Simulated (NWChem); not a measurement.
All runs are NWChem calculations. System: CH$_{4}$Be, charge 0, spin multiplicity 1, at a geometry optimised with B3LYP/def2-SVP. The structure started from a generated list of species. Level: real-time TD-B3LYP/6-31G* (spherical d), VWN1-RPA local correlation.

Input file:

```
start mol
memory heap 200 mb stack 900 mb global 1100 mb
geometry "system" units angstroms nocenter noautoz noautosym
  Be     1.002695     0.382208     0.000000
  H      2.246822     0.856404     0.000000
  C     -0.564141    -0.215027     0.000000
  H     -0.775351    -0.843044     0.886072
  H     -0.775351    -0.843044    -0.886072
  H     -1.322054     0.591010     0.000000
end
set geometry "system"
basis spherical
  * library 6-31g*
end
dft
  xc b3lyp
  semidirect memsize 60000000 filesize 0
  iterations 100
  convergence energy 1e-10 density 1e-9 gradient 1e-8
  tolerances tight
end
task dft energy
rt_tddft
  tmax 150.0
  dt 0.2
  tag "kick"
  print dipole
  field "kick"
    type delta
    polarization x
    max 0.0001
  end
  excite "system" with "kick"
end
task dft rt_tddft
```

Part of the output:

```
             Northwest Computational Chemistry Package (NWChem) 7.3.0
             --------------------------------------------------------

                                NWChem Input Module
                                -------------------

 Scaling coordinates for geometry "system" by  1.889725989
 (inverse scale =  0.529177249)

                              Geometry "system" -> ""
                              -----------------------

 Output coordinates in angstroms (scale by  1.889725989 to convert to a.u.)

  No.       Tag          Charge          X              Y              Z
 ---- ---------------- ---------- -------------- -------------- --------------
    1 Be                   4.0000     1.00269500     0.38220800     0.00000000
    2 H                    1.0000     2.24682200     0.85640400     0.00000000
    3 C                    6.0000    -0.56414100    -0.21502700     0.00000000
    4 H                    1.0000    -0.77535100    -0.84304400     0.88607200
    5 H                    1.0000    -0.77535100    -0.84304400    -0.88607200
    6 H                    1.0000    -1.32205400     0.59101000     0.00000000

 Effective nuclear repulsion energy (a.u.)      22.8885254618

            Nuclear Dipole moment (a.u.)
            ----------------------------
        X                 Y               Z
 ---------------- ---------------- ----------------
    -0.0000000000    -0.0000075589     0.0000000000


 Summary of "ao basis" -> "" (spherical)
 ------------------------------------------------------------------------------
       Tag                 Description            Shells   Functions and Types
 ---------------- ------------------------------  ------  ---------------------
 *                           6-31g*                   on all atoms

                                 NWChem DFT Module
                                 -----------------

 Summary of "ao basis" -> "ao basis" (spherical)
 ------------------------------------------------------------------------------
       Tag                 Description            Shells   Functions and Types
 ---------------- ------------------------------  ------  ---------------------
 Be                          6-31g*                  6       14   3s2p1d
 H                           6-31g*                  2        2   2s
 C                           6-31g*                  6       14   3s2p1d

 Summary of "ao basis" -> "ao basis" (spherical)
 ------------------------------------------------------------------------------
       Tag                 Description            Shells   Functions and Types
 ---------------- ------------------------------  ------  ---------------------
 Be                          6-31g*                  6       14   3s2p1d
 H                           6-31g*                  2        2   2s
 C                           6-31g*                  6       14   3s2p1d

  itol2e modified to match energy
  convergence criterion.
  tol_rho modified to match energy
  convergence criterion.

            General Information
            -------------------
          SCF calculation type: DFT
          Wavefunction type:  closed shell.
          No. of atoms     :     6
          No. of electrons :    14
           Alpha electrons :     7
            Beta electrons :     7
          Charge           :     0
          Spin multiplicity:     1
          Use of symmetry is: off; symmetry adaption is: off
          Maximum number of iterations: 100
          AO basis - number of functions:    36
                     number of shells:    20
          Convergence on energy requested:  1.00D-10
          Convergence on density requested:  1.00D-09
          Convergence on gradient requested:  1.00D-08

              XC Information
              --------------
                         B3LYP Method XC Potential
                     Hartree-Fock (Exact) Exchange  0.200
                        Slater Exchange Functional  0.800 local
                    Becke 1988 Exchange Functional  0.720 non-local
              Lee-Yang-Parr Correlation Functional  0.810
                  VWN I RPA Correlation Functional  0.190 local

             Grid Information
             ----------------
          Grid used for XC integration:  medium
          Radial quadrature: Mura-Knowles
          Angular quadrature: Lebedev.
          Tag              B.-S. Rad. Rad. Pts. Rad. Cut. Ang. Pts.
          ---              ---------- --------- --------- ---------
          Be                  1.05       49           8.0       434
          H                   0.35       45          10.0       434
          C                   0.70       49           8.0       434
          Grid pruning is: on
          Number of quadrature shells:   278
          Spatial weights used:  Erf1

          Convergence Information
          -----------------------
          Convergence aids based upon iterative change in
          total energy or number of iterations.
          Levelshifting, if invoked, occurs when the
          HOMO/LUMO gap drops below (HL_TOL):  1.00D-02
          DIIS, if invoked, will attempt to extrapolate
          using up to (NFOCK): 10 stored Fock matrices.

                    Damping( 0%)  Levelshifting(0.5)       DIIS
                  --------------- ------------------- ---------------
          dE  on:    start            ASAP                start
          dE off:    2 iters        100 iters           100 iters

      Screening Tolerance Information
      -------------------------------
          Density screening/tol_rho:  1.00D-13
          AO Gaussian exp screening on grid/accAOfunc:  23
[...]
          Convergence on energy requested:  1.00D-10
          Convergence on density requested:  1.00D-09
          Convergence on gradient requested:  1.00D-08

              XC Information
              --------------
                         B3LYP Method XC Potential
                     Hartree-Fock (Exact) Exchange  0.200
                        Slater Exchange Functional  0.800 local
                    Becke 1988 Exchange Functional  0.720 non-local
              Lee-Yang-Parr Correlation Functional  0.810
                  VWN I RPA Correlation Functional  0.190 local

             Grid Information
             ----------------
          Grid used for XC integration:  medium
          Radial quadrature: Mura-Knowles
          Angular quadrature: Lebedev.
          Tag              B.-S. Rad. Rad. Pts. Rad. Cut. Ang. Pts.
          ---              ---------- --------- --------- ---------
          Be                  1.05       49           8.0       434
          H                   0.35       45          10.0       434
          C                   0.70       49           8.0       434
          Grid pruning is: on
          Number of quadrature shells:   278
          Spatial weights used:  Erf1

          Convergence Information
          -----------------------
          Convergence aids based upon iterative change in
          total energy or number of iterations.
          Levelshifting, if invoked, occurs when the
          HOMO/LUMO gap drops below (HL_TOL):  1.00D-02
          DIIS, if invoked, will attempt to extrapolate
          using up to (NFOCK): 10 stored Fock matrices.

                    Damping( 0%)  Levelshifting(0.5)       DIIS
                  --------------- ------------------- ---------------
          dE  on:    start            ASAP                start
          dE off:    2 iters        100 iters           100 iters

      Screening Tolerance Information
      -------------------------------
          Density screening/tol_rho:  1.00D-13
          AO Gaussian exp screening on grid/accAOfunc:  23
          CD Gaussian exp screening on grid/accCDfunc:  20
          XC Gaussian exp screening on grid/accXCfunc:  20
          Schwarz screening/accCoul:  1.00D-11

 *************************
 * Closed-shell RT-TDDFT *
 *************************

 Geometry               Atoms      Basis func.   Nuc. charge          Nuc. dip. mom.
 -----------------------------------------------------------------------------------------
 *system               6 (100% )    36 (100% )     14.00       -0.00     -0.00      0.00

=============== Geometry Initialization ===============
  Active geometry: "system"
  No linear dependencies
  Number of atomic orbitals    = 36
  Number of molecular orbitals = 36
=======================================================

             System parameters
             -----------------
     No. atoms              : 6
     Wavefunction type      : restricted
     No. alpha electrons    : 7
     No. beta electrons     : 7
     Total no. electrons    : 14
     System charge          : 0

               2e integrals
               ------------
     tol2e for real part of Fock matrix:  1.0000E-11
     tol2e for imag part of Fock matrix:  1.0000E-13

                    Propagation parameters
                    ----------------------
     End time (tmax)       :  1.5000E+02 au =  3.6283E+00 fs
     Time step (dt)        :  2.0000E-01 au =  4.8378E-03 fs
     No. time steps (nt)   : 750
     Progagation method    : 2nd order Magnus w/ self-consistent interpolation
     Exponentiation method : Adaptive contractive power series

                        Tolerances
                        ----------
     Zero / comparison / check tolerance  :  1.0000E-08
     Series convergence tolerance         :  1.0000E-10
     Interpolation convergence tolerance  :  1.0000E-07
     Reqd no. zero terms in series        : 3
     Reqd no. zero terms in interpolation : 1

                Output and checking parameters
                ------------------------------
     Quantites to print : messages, dipole, field, energy, <S^2>
     No. print points   : 750 (once every 1 time steps)
     No. checks         : 10 (once every 75 time steps)
     No. restart points : 100 (once every 7 time steps)
     Checking level     : 1 (checkpoints only)
     Profiling          : No

 Dipole and quadrupole matrices
 ------------------------------
     Center of mass = ( 1.2344E-01,  4.7060E-02,  0.0000E+00)
     norm[D_x]  =  4.2459E+00
     norm[D_y]  =  1.7428E+00
     norm[D_z]  =  1.7428E+00
     norm[Q_xx] =  1.9578E+01
     norm[Q_xy] =  6.8714E+00
     norm[Q_xz] =  3.3023E+00
     norm[Q_yy] =  9.6336E+00
     norm[Q_yz] =  3.0373E+00
     norm[Q_zz] =  9.1119E+00

         Applied fields
         --------------

               "kick"
     Type            : delta
     Polarization    : x
     Field maximum   :  1.0000E-04 au =  5.1421E-02 V/nm

        Excitation rules
        ----------------
     Excite geometry "system" with "kick"

                             Closed shell propagation
                             ------------------------

****************************** WARNING ******************************
  Starting movecs not specified--trying SCF output:
   ./mol.movecs
*********************************************************************

     File name              : ./mol.movecs
     Job title              :
     Basis set name         : ao basis
     SCF type               : dft
     Atomic orbitals        : 36
     Molecular orbitals     : 36

   Vector      Occupation     Eigenvalue [au]
 --------------------------------------------
         1        2.00       -1.01391625E+01
         2        2.00       -4.00377649E+00
         3        2.00       -6.65856335E-01
         4        2.00       -3.81675040E-01
         5        2.00       -3.81673302E-01
         6        2.00       -3.29794494E-01
         7        2.00       -2.91795065E-01
         8        0.00       -7.91155775E-04
         9        0.00       -7.89928183E-04
        10        0.00        6.89919088E-02
        11        0.00        1.65687996E-01
        12        0.00        1.66012030E-01
        13        0.00        1.66013991E-01
        14        0.00        2.28890477E-01
        15        0.00        3.34591206E-01
        16        0.00        3.34592844E-01
        17        0.00        4.17277040E-01
        18        0.00        4.64661396E-01
        19        0.00        6.05620408E-01
        20        0.00        6.05622873E-01
        21        0.00        6.22748991E-01
        22        0.00        8.25486838E-01
        23        0.00        8.25492587E-01
        24        0.00        9.16252906E-01
        25        0.00        9.16256949E-01
        26        0.00        9.71641423E-01
        27        0.00        1.00975165E+00
        28        0.00        1.00977124E+00
        29        0.00        1.02276267E+00
        30        0.00        1.27650563E+00
        31        0.00        1.64181632E+00
        32        0.00        1.85789004E+00
        33        0.00        1.85791186E+00
        34        0.00        2.27049308E+00
        35        0.00        2.27049817E+00
        36        0.00        2.36464319E+00

  int2e_file: Failed to allocate cache ... halving

kick      0.00000        ### Propagation started ###
kick      0.00000        ### Checks passed ###
kick      0.00000   1.000000000000E-004   0.000000000000E+000   0.000000000000E+000     # Applied E-field [system] (alpha spin)
kick      0.00000   1.000000000000E-004   0.000000000000E+000   0.000000000000E+000     # Applied E-field [system] (beta spin)
kick      0.00000   2.288852546184E+001     # Enuc
kick      0.00000  -1.181755481108E+002     # Ecore
kick      0.00000   4.983731313681E+001     # Ecoul
kick      0.00000  -9.799955065103E+000     # Exc(1)
kick      0.00000   0.000000000000E+000     # Exc(2)
kick      0.00000  -5.524966457725E+001     # Etot
kick      0.00000   0.000000000000E+000     # Eadded
kick      0.00000  -2.322338552840E-001  -8.852696298808E-002  -3.986280060382E-010     # Dipole moment [system]
kick      0.00000        ### Saved restart file ###
kick      0.00000   5.104430655933E-009     # Magnus interpol (matrix 1 of 1)
kick      0.00000                     2     # Magnus total interpolations
kick      0.20000   0.000000000000E+000   0.000000000000E+000   0.000000000000E+000     # Applied E-field [system] (alpha spin)
kick      0.20000   0.000000000000E+000   0.000000000000E+000   0.000000000000E+000     # Applied E-field [system] (beta spin)
kick      0.20000   2.288852546184E+001     # Enuc
kick      0.20000  -1.181755473902E+002     # Ecore
kick      0.20000   4.983731234790E+001     # Ecoul
kick      0.20000  -9.799954996270E+000     # Exc(1)
kick      0.20000   0.000000000000E+000     # Exc(2)
kick      0.20000  -5.524966457673E+001     # Etot
kick      0.20000   5.226041821516E-010     # Eadded
kick      0.20000  -2.322233396765E-001  -8.852690369046E-002  -3.901189020265E-010     # Dipole moment [system]
kick      0.20000   5.098912625456E-009     # Magnus interpol (matrix 1 of 1)
kick      0.20000                     2     # Magnus total interpolations
kick      0.40000   0.000000000000E+000   0.000000000000E+000   0.000000000000E+000     # Applied E-field [system] (alpha spin)
kick      0.40000   0.000000000000E+000   0.000000000000E+000   0.000000000000E+000     # Applied E-field [system] (beta spin)
kick      0.40000   2.288852546184E+001     # Enuc
...
kick     27.80000   4.983730323695E+001     # Ecoul
kick     27.80000  -9.799954224535E+000     # Exc(1)
kick     27.80000   0.000000000000E+000     # Exc(2)
kick     27.80000  -5.524966457675E+001     # Etot
kick     27.80000   5.083933274364E-010     # Eadded
kick     27.80000  -2.322211164903E-001  -8.853665199716E-002   4.956214605389E-011     # Dipole moment [system]
kick     27.80000        ### Saved restart file ###
kick     27.80000   5.438760553034E-012     # Magnus interpol (matrix 1 of 1)
kick     27.80000                     2     # Magnus total interpolations
kick     28.00000   0.000000000000E+000   0.000000000000E+000   0.000000000000E+000     # Applied E-field [system] (alpha spin)
kick     28.00000   0.000000000000E+000   0.000000000000E+000   0.000000000000E+000     # Applied E-field [system] (beta spin)
kick     28.00000   2.2888525
```
